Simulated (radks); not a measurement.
Results of a calculation; reference values are marked as such.
How relativity changes the ionisation of the krypton ion Kr+ ([Ar] 3d10 4s2 4p5) to Kr2+ ([Ar] 3d10 4s2 4p4). Spin-unpolarised spherical Kohn-Sham, PBE, point nucleus unless stated (finite: rms radius 4.1884 fm), a radial shooting solver on a logarithmic mesh with Libxc functionals. A level marked "c x" has the speed of light scaled by that factor and shares open shells by 2j + 1; other Dirac levels either fill j = l - 1/2 first or share by 2j + 1.

| level | E(Kr+) (hartree) | E(Kr2+) (hartree) | IE (eV) | HOMO | <r> HOMO (bohr) |
|---|---|---|---|---|---|
| non-rel. | -2752.89009 | -2751.96532 | 25.164 | 4p | 1.835 |
| scalar-rel. | -2789.74015 | -2788.81498 | 25.175 | 4p | 1.828 |
| scalar-rel., finite nucleus | -2789.71634 | -2788.79117 | 25.175 | 4p | 1.828 |
| Dirac, 2j+1 shares | -2789.95429 | -2789.02882 | 25.183 | 4p3/2 | 1.841 |
| Dirac, low j first | -2789.96307 | -2789.04847 | 24.888 | 4p3/2 | 1.842 |
| Dirac, 2j+1 shares, finite nucleus | -2789.93045 | -2789.00498 | 25.183 | 4p3/2 | 1.841 |
| Dirac, c x 0.75 | -2820.63927 | -2819.71303 | 25.204 | 4p3/2 | 1.846 |
| Dirac, c x 2 | -2761.92126 | -2760.99634 | 25.168 | 4p3/2 | 1.837 |
| Dirac, c x 3 | -2756.88536 | -2755.96052 | 25.166 | 4p3/2 | 1.836 |

NIST Atomic Spectra Database: 24.360 eV (measured). The relativistic part of the total energy of Kr+ is -37.04 hartree (Dirac, 2j+1 shares, finite nucleus), 1.3 % of the non-relativistic value. Spin polarisation and multiplet splitting of open shells are left out at every level.

Beside tabulated values, note that spin-unpolarised runs miss the spin-polarisation part of the exchange energy of open shells.
